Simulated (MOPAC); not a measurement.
Input file for MOPAC: PM3 on GeH4O (SMILES [OH][GeH3]), a point of a bond scan (R = 1.388 Å).

```
PM3 1SCF PRECISE CHARGE=0 THREADS=1
GeH4O

Ge    -0.32903929 1     0.06812490 1     0.07330265 1
O      1.35705815 1    -0.35716009 1    -0.37168713 1
H     -0.52298826 1    -0.13279835 1     1.43285470 1
H     -1.18632723 1    -0.88517582 1    -0.76517759 1
H     -0.60848715 1     1.54275960 1    -0.28108933 1
H      2.01214474 1     0.17482329 1     0.09016316 1
```

It printed:

```
*******************************************************************************
 **                                                                           **
 **                              MOPAC v23.2.5                                **
 **                                                                           **
 *******************************************************************************
 ** MOPAC's Digital Object Identifier: https://doi.org/10.5281/zenodo.6511958 **
 **                                                                           **
 ** Please cite the open-source release paper for use of this MOPAC version:  **
 ** J. E. Moussa and J. J. P. Stewart (2026)                                  **
 ** MOPAC: An open-source semiempirical molecular orbital program             **
 ** J. Open Source Softw., 11(119), 8025, https://doi.org/10.21105/joss.08025 **
 *******************************************************************************

                              PM3 CALCULATION RESULTS

 *******************************************************************************
 *  PM3        - The PM3 Hamiltonian to be used
 *
 *
 *
 *                 CHARGE ON SYSTEM = 0
 *
 *
 *
 *  PRECISE    - TIGHTER CRITERIA TO BE USED
 *  1SCF       - DO 1 SCF AND THEN STOP
 *  THREADS=1  - MULTI-THREADING NOT USED
 *  T=         - A TIME OF 172800.0 SECONDS REQUESTED
 *  DUMP=N     - RESTART FILE WRITTEN EVERY 7200.0 SECONDS REQUESTED
 *******************************************************************************
PM3 1SCF PRECISE CHARGE=0 THREADS=1
 GeH4O

   ATOM   CHEMICAL          X               Y               Z
  NUMBER   SYMBOL      (ANGSTROMS)     (ANGSTROMS)     (ANGSTROMS)

     1      Ge         -0.32903929  *   0.06812490  *   0.07330265  *
     2       O          1.35705815  *  -0.35716009  *  -0.37168713  *
     3       H         -0.52298826  *  -0.13279835  *   1.43285470  *
     4       H         -1.18632723  *  -0.88517582  *  -0.76517759  *
     5       H         -0.60848715  *   1.54275960  *  -0.28108933  *
     6       H          2.01214474  *   0.17482329  *   0.09016316  *



          CARTESIAN COORDINATES

    NO.       ATOM           X           Y           Z

     1        Ge         -0.3290      0.0681      0.0733
     2         O          1.3571     -0.3572     -0.3717
     3         H         -0.5230     -0.1328      1.4329
     4         H         -1.1863     -0.8852     -0.7652
     5         H         -0.6085      1.5428     -0.2811
     6         H          2.0121      0.1748      0.0902

  H: (PM3): J. J. P. STEWART, J. COMP. CHEM. 10, 209 (1989).
  O: (PM3): J. J. P. STEWART, J. COMP. CHEM. 10, 209 (1989).
 Ge: (PM3): J. J. P. STEWART, J. COMP. CHEM. 12, 320-341 (1991).

           Empirical Formula: H4 O Ge  =     6 atoms



      MOLECULAR POINT GROUP   :   C1


      RHF CALCULATION, NO. OF DOUBLY OCCUPIED LEVELS = 7


 -------------------------------------------------------------------------------
 PM3 1SCF PRECISE CHARGE=0 THREADS=1
 GeH4O



     1SCF WAS SPECIFIED, SO BFGS WAS NOT USED
     SCF FIELD WAS ACHIEVED


                              PM3 CALCULATION
                                                       MOPAC v23.2.5 Linux




          FINAL HEAT OF FORMATION =        -30.89355 KCAL/MOL =    -129.25860 KJ/MOL


          COSMO AREA              =         88.39 SQUARE ANGSTROMS
          COSMO VOLUME            =         74.06 CUBIC ANGSTROMS

          IONIZATION POTENTIAL    =         10.782081 EV
          HOMO LUMO ENERGIES (EV) =        -10.782  0.323
          NO. OF FILLED LEVELS    =          7
          MOLECULAR WEIGHT        =         92.6210         POINT GROUP:  C1

          MOLECULAR DIMENSIONS (Angstroms)

            Atom       Atom       Distance
            H     6    H     4     3.47641
            H     5    O     2     2.45457
            O     2    H     3     2.01077


          SCF CALCULATIONS        =          1





   ATOM   CHEMICAL          X               Y               Z
  NUMBER   SYMBOL      (ANGSTROMS)     (ANGSTROMS)     (ANGSTROMS)

     1      Ge         -0.32903929  *   0.06812490  *   0.07330265  *
     2       O          1.35705815  *  -0.35716009  *  -0.37168713  *
     3       H         -0.52298826  *  -0.13279835  *   1.43285470  *
     4       H         -1.18632723  *  -0.88517582  *  -0.76517759  *
     5       H         -0.60848715  *   1.54275960  *  -0.28108933  *
     6       H          2.01214474  *   0.17482329  *   0.09016316  *

                             CARTESIAN COORDINATES

   1   Ge       -0.329039290     0.068124900     0.073302650
   2    O        1.357058150    -0.357160090    -0.371687130
   3    H       -0.522988260    -0.132798350     1.432854700
   4    H       -1.186327230    -0.885175820    -0.765177590
   5    H       -0.608487150     1.542759600    -0.281089330
   6    H        2.012144740     0.174823290     0.090163160


           Empirical Formula: H4 O Ge  =     6 atoms



      MOLECULAR POINT GROUP   :   C1


                  EIGENVALUES
 -35.02362 -16.85384 -16.01820 -13.63214 -12.97973 -11.59938 -10.78208   0.32315
   0.49081   0.62057   3.13741   5.28423


              NET ATOMIC CHARGES AND DIPOLE CONTRIBUTIONS

  ATOM NO.   TYPE          CHARGE      No. of ELECS.   s-Pop       p-Pop
    1         Ge           0.483954        3.5160     0.72348     2.79257
    2          O          -0.461155        6.4612     1.78432     4.67684
    3          H          -0.112251        1.1123     1.11225
    4          H          -0.029070        1.0291     1.02907
    5          H          -0.073129        1.0731     1.07313
    6          H           0.191650        0.8083     0.80835
 DIPOLE           X         Y         Z       TOTAL
 POINT-CHG.    -1.257     0.764     0.510     1.557
 HYBRID         0.361     0.364     0.440     0.676
 SUM           -0.896     1.128     0.950     1.726


          ATOMIC ORBITAL ELECTRON POPULATIONS

     Atom    s        px        py        pz
    1 Ge   0.72348   0.79177   1.00912   0.99167
    2  O   1.78432   1.25161   1.68421   1.74102
    3  H   1.11225
    4  H   1.02907
    5  H   1.07313
    6  H   0.80835

 **********************
 *                    *
 * JOB ENDED NORMALLY *
 *                    *
 **********************




 == MOPAC DONE ==
```

The run finished.

Cost: about 0.010 core-seconds (a rough figure).
